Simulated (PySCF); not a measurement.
**Static response to an electric field**

C6H12Se.
Numbering: `[CH2:1]=[C:2]([Se:3][CH3:4])[CH:5]([CH3:6])[CH3:7]` (hydrogens: H8, H9 on C1; H10, H11, H12 on C4; H13 on C5; H14, H15, H16 on C6; H17, H18, H19 on C7)

Cartesian coordinates in Å at the PBE0-D3(BJ)/def2-SVP level; atoms count from 1:
```
atom  x, y, z in Å
C1     0.350   -1.264   -0.858
C2     0.322   -0.201   -0.046
Se3    1.853    0.855    0.372
C4     3.173    0.021   -0.768
C5    -0.923    0.336    0.634
C6    -1.476    1.543   -0.129
C7    -1.998   -0.723    0.841
H8    -0.561   -1.835   -1.054
H9     1.258   -1.610   -1.354
H10    4.107    0.579   -0.622
H11    3.329   -1.028   -0.481
H12    2.870    0.087   -1.822
H13   -0.611    0.689    1.635
H14   -0.710    2.320   -0.265
H15   -1.824    1.235   -1.128
H16   -2.327    1.988    0.409
H17   -1.608   -1.595    1.386
H18   -2.838   -0.303    1.415
H19   -2.406   -1.076   -0.120
```

Level: CAM-B3LYP/def2-SVPD (PySCF), static field, nuclei fixed, core orbitals frozen in the response. The polarisability tensor in these axes (au):

```
x   118.67   4.36  -5.76
y     4.36 100.01   9.83
z    -5.76   9.83  88.47
```

Question: What are the eigenvalues, a third of the trace, and Δα (Δα² = ½Σ(αi − αj)² over the three pairs)?

Answer: Principal values 81.45, 105.59 and 120.11 au; mean 102.38 au = 15.17 Å³ = 16.88 × 10⁻⁴⁰ C²·m²/J; Δα = 33.82 au (33 % of the mean).

Question: What is the dipole moment, and where does it point?

Answer: (0.04, -0.51, -0.57) D, 0.76 D in size, pointing from the negative to the positive side. Measured along this direction, the outermost atoms are H16 and H13 at the negative end and H9 at the positive end.

Question: Traceless (Buckingham) quadrupole moment about the centre of nuclear charge: eigenvalues?

Answer: -5.82, -2.26, 8.08 D·Å. The values depend on the origin, since the dipole doesn't vanish. The electronic extent ⟨r²⟩ about the same centre is 1355 bohr², a root-mean-square distance of 2.15 Å for the 82 electrons.

Question: Refractivity n − 1 of an ideal gas of it at 400 K and 1 atm, from the electronic α?

Answer: N = p/kT = 1.8347 × 10¹⁹ cm⁻³, so n − 1 = 2π × N × 15.17 × 10⁻²⁴ cm³ = 1749 × 10⁻⁶ at long wavelengths.

Question: Find the Langevin capture rate constant for H3O+ (19.018 u) meeting this molecule (164.010 u), k = 2.342 × 10⁻⁹ cm³/s × √(α in Å³ / reduced mass in u).

Answer: The reduced mass is 17.04 u, so k = 2.21 × 10⁻⁹ cm³/s. The formula leaves out the permanent dipole, which adds to the capture rate.

Question: Sum over states: ᾱ = Σ f/ω², ω in Eh. What share falls to these 6 lowest TDDFT singlets (eV, f)? 4.77, 0.0002; 5.53, 0.1681; 5.70, 0.0314; 5.86, 0.0004; 6.54, 0.0112; 6.72, 0.0096.

Answer: They add up to 5.15 au, 5.0 % of the 102.38 au; the largest single term is 4.07 au, from the state at 5.53 eV. Terms in order: 0.01, 4.07, 0.71, 0.01, 0.19, 0.16 au. Higher excitations give the rest. The strengths listed sum to 0.221.

Question: Molar refractivity from α?

Answer: Lorentz–Lorenz: R = (4π/3)N_A α = 2.5225 cm³/(mol·Å³) × 15.17 Å³ = 38.3 cm³/mol, in the limit of long wavelengths.

Geometry: PBE0-D3(BJ)/def2-SVP, one conformer, isolated molecule. The calculation is non-relativistic, for selenium too.
